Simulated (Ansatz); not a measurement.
Geometry optimisation, RKS PBE/def2-mTZVP (Ansatz).

Input:

```yaml
crystal:
  periodic: [false, false, false]
  atoms:
    - { symbol: "N", position_ang: [-0.8625, 2.1347, 1.0843] }
    - { symbol: C, position_ang: [-1.1127, 0.9562, 0.3006] }
    - { symbol: Al, position_ang: [0.5691, -0.0613, 0.1649] }
    - { symbol: C, position_ang: [0.7354, -1.7718, -0.8407] }
    - { symbol: O, position_ang: [1.5665, -1.6962, -1.92] }
    - { symbol: H, position_ang: [-0.66981, 2.95664, 0.34894] }
    - { symbol: H, position_ang: [0.00328, 2.05616, 1.62681] }
    - { symbol: H, position_ang: [-1.8479, 0.3396, 0.7708] }
    - { symbol: H, position_ang: [-1.426, 1.233, -0.6882] }
    - { symbol: H, position_ang: [1.9218, 0.4946, 0.9116] }
    - { symbol: H, position_ang: [0.9306, -2.616, -0.1344] }
    - { symbol: H, position_ang: [-0.3342, -1.9723, -1.2227] }
    - { symbol: H, position_ang: [2.424, -1.7306, -1.5238] }
basis:
  gaussian: { orbitals: def2-mTZVP }
hamiltonian:
  xc: pbe
relax:
  f_tol: 0.015
  max_steps: 40
output:
  orbitals: {}
```

Launched with:

```bash
$ ansatz run input.yaml --threads 2 --pin off --max-ram 3072MiB --backend cpu --events-out ev --progress --plain --runs-dir out
```

Question: Where does it end, and by what steps?

Answer: The forces met the threshold. The force dipped under the threshold on the way, but the program's further checks kept it going. After 28 steps the energy has fallen by 0.952 eV; O5 moved furthest, 1.23 Å. Joined: Al3–O5.

```csv
step,energy less start (eV),largest force component (eV/Å),accepted
0,0.0000,3.757,yes
1,-0.5471,1.765,yes
2,-0.6503,0.441,yes
3,-0.6756,0.194,yes
4,-0.7000,0.273,yes
5,-0.7230,0.344,yes
6,-0.7708,0.494,yes
7,-0.8369,0.486,yes
8,-0.8794,0.638,yes
9,-0.9052,0.731,yes
10,-0.9269,0.518,yes
11,-0.9370,0.178,yes
12,-0.9413,0.068,yes
13,-0.9438,0.057,yes
14,-0.9451,0.054,yes
15,-0.9458,0.059,yes
16,-0.9463,0.071,yes
17,-0.9473,0.088,yes
18,-0.9483,0.060,yes
19,-0.9494,0.077,yes
20,-0.9500,0.089,yes
21,-0.9505,0.093,yes
22,-0.9510,0.068,yes
23,-0.9512,0.054,yes
24,-0.9515,0.075,yes
25,-0.9517,0.054,yes
26,-0.9519,0.031,yes
27,-0.9520,0.009,yes
28,-0.9521,0.004,yes
```

```xyz
13
Properties=species:S:1:pos:R:3
N -0.593 2.267 0.472
C -1.097 0.857 0.451
Al 0.374 -0.488 0.487
C 0.578 -1.959 -0.807
O 1.188 -0.656 -1.374
H 0.020 2.427 -0.334
H -0.003 2.411 1.298
H -1.803 0.749 1.291
H -1.725 0.743 -0.448
H 1.612 -0.285 1.497
H 1.366 -2.718 -0.725
H -0.179 -2.275 -1.533
H 2.159 -0.750 -1.397
```

The run took 67 s on 2 threads of Arm Neoverse V2 (shared host), peak memory 0.17 GiB.
